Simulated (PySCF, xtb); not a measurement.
C2H5ClOSi, SMILES C=CO[SiH2]Cl.

GFN2-xTB run with xtb at its own geometry gives an orbital gap of 5.12 eV and a dipole moment of 2.72 D.

Geometry: B3LYP-D3(BJ)/def2-SVP. This is a generated structure with no PubChem entry under its InChIKey; it may be hypothetical. One conformer was computed; it need not be the lowest.

Task: What does PBE/def2-TZVP (PySCF) give? (An estimate is asked for; the answer gives what the named calculation found.)

Result: gap 5.03 eV (levels -5.97 and -0.94 eV), dipole 0.73 D.
